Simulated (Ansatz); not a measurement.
`NB(O)[SeH]`, relaxed with RKS PBE-D4/def2-SVP in the Gaussian-basis code of Ansatz from a rough embedded geometry. The force threshold is 0.03 eV/Å; the program also tests the step.

Charge 0, multiplicity 1.

Start:

```xyz
8

N     1.061   -0.238    0.766
B     0.061    0.400   -0.088
O     0.494    1.055   -1.282
Se   -1.856    0.412    0.334
H     0.971    0.195    1.772
H     0.816   -1.264    0.927
H     0.490    0.367   -2.026
H    -2.037   -0.927   -0.403
```

```csv
step,energy (eV),largest force (eV/Å),largest move (Å)
1,-69603.4661,2.088,0.000
2,-69603.6845,1.539,0.123
3,-69603.7982,1.172,0.091
4,-69604.0272,1.337,0.195
5,-69604.2924,1.049,0.200
6,-69604.5185,0.811,0.200
7,-69604.6542,0.605,0.200
8,-69604.7938,0.954,0.199
9,-69605.0101,0.728,0.200
10,-69605.1050,1.025,0.200
11,-69605.1497,1.477,0.195
12,-69605.3380,0.617,0.200
13 (rejected),-69605.3137,0.728,0.135
14,-69605.3566,0.268,0.065
15,-69605.3608,0.120,0.030
16,-69605.3610,0.020,0.005
```

End:

```xyz
8

N     0.682   -0.391    0.626
B    -0.121    0.258   -0.345
O     0.360    1.117   -1.305
Se   -2.090    0.000   -0.443
H     1.693   -0.268    0.692
H     0.307   -1.026    1.327
H     1.324    1.240   -1.264
H    -2.155   -0.929    0.713
```

Hardware: 2 threads of an INTEL XEON PLATINUM 8581C on a shared host. Wall time 16 s, peak host memory 0.16 GiB.
